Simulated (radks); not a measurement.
Task: The mean radii <r> (bohr) of the occupied orbitals of an atom or ion are listed with their occupations. Calculated with a radial shooting solver on a logarithmic mesh with Libxc functionals: Dirac Kohn-Sham, LDA (Slater exchange, VWN5 correlation), spin-unpolarised, spherical densities, point nucleus.

orbital  occ.      <r>
1s1/2       2  0.08594
2s1/2       2   0.4155
2p1/2       2   0.3758
2p3/2       4   0.3782
3s1/2       2    1.408
3p1/2       2    1.658
3p3/2       4    1.669

Name the element and its charge. Open shells, if any, fill j = l - 1/2 first.

Result: Z = 18, argon, charge 0: Ar in [Ar]. The 1s radius gives Z: for a bare nucleus <r> = (2 gamma + 1)/(2Z) with gamma = sqrt(1 - (Z/c)^2), 0.08285 bohr for Z = 18, and screening makes it slightly larger (0.08594 here). The occupations add up to 18, and the charge is Z minus that.
